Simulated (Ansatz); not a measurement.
`O[SiH](P)S` + `[SiH3][GaH2]` → `O[SiH2]S` + `P[SiH2][GaH2]`  (redistribution)

Calculated with Ansatz (gas phase, PBE0-D4/def2-TZVP geometries, no zero-point term in ΔE). CBS: MP2 limit from def2 TZ/QZ plus the TZ coupled-cluster correction, frozen cores. Functionals use def2-TZVPP. For Ga outer-core shells are correlated without core-valence functions, which leaves a few kJ/mol of doubt a bond. Scalar relativity is left out up to krypton. Each species was taken in one conformer, which may not be the lowest.

| level | ΔE (kJ/mol) | difference from CCSD(T)/CBS |
| --- | --- | --- |
| revPBE-D4 | 2.5 | 3.0 |
| BLYP-D4 | 1.8 | 2.3 |
| r2SCAN0-D4 | 0.5 | 1.0 |
| CAM-B3LYP-D4 | 1.2 | 1.7 |
| PBE | 0.9 | 1.4 |
| r2SCAN | 1.3 | 1.8 |
| CCSD(T)/def2-SVP | -2.1 | -1.6 |
| HF/def2-TZVPP | -3.8 | -3.3 |
| MP2/def2-QZVPP | -1.2 | -0.7 |
| SCS-MP2/def2-QZVPP | -2.0 | -1.5 |
| CCSD(T)/CBS | -0.5 | 0 |

Largest T1 diagnostic among the species: 0.014.

Leaving LDA and LC-ωPBE aside and taking each functional with its dispersion term where it has one, the values, not all of them listed here, spread over 3.7 kJ/mol, from B2PLYP to B97M-V. LDA lies +3.3 kJ/mol from PBE without D4.
